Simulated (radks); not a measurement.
All-electron atom: the iridium ion Ir9+ in [Xe] 4f14. Calculated with a radial shooting solver on a logarithmic mesh with Libxc functionals: Dirac Kohn-Sham, PBE, spin-unpolarised, spherical densities, point nucleus.

Normalised radial functions P(r) = r R(r) (large component), r in bohr:

r,4d5/2,4f7/2
0.0009887,0.0000,0.0000
0.001308,0.0000,0.0000
0.001717,0.0001,0.0000
0.002272,0.0001,0.0000
0.003006,0.0003,0.0000
0.003977,0.0007,0.0000
0.005221,0.0016,0.0000
0.006908,0.0034,0.0000
0.00914,0.0074,0.0001
0.012,0.0155,0.0002
0.01587,0.0320,0.0006
0.021,0.0644,0.0016
0.02757,0.1222,0.0041
0.03648,0.2244,0.0106
0.04826,0.3845,0.0265
0.06386,0.6005,0.0623
0.08382,0.8197,0.1341
0.1109,0.9396,0.2716
0.1467,0.7793,0.4972
0.1926,0.2387,0.7968
0.2548,-0.6101,1.1273
0.3372,-1.3661,1.3613
0.4426,-1.6068,1.3835
0.5856,-1.2839,1.1760
0.7748,-0.7154,0.8269
1.025,-0.2702,0.4688
1.346,-0.0669,0.2073
1.78,-0.0088,0.0622
2.356,-0.0005,0.0114
3.092,0.0000,0.0011
4.091,0.0000,0.0000

4d5/2: eigenvalue -425.44 eV, 1 radial node at r = 0.210 bohr, <r> = 0.482 bohr, 90 % of the charge inside 0.721 bohr. 4f7/2: eigenvalue -201.48 eV, 0 radial nodes, <r> = 0.530 bohr, 90 % of the charge inside 0.856 bohr.
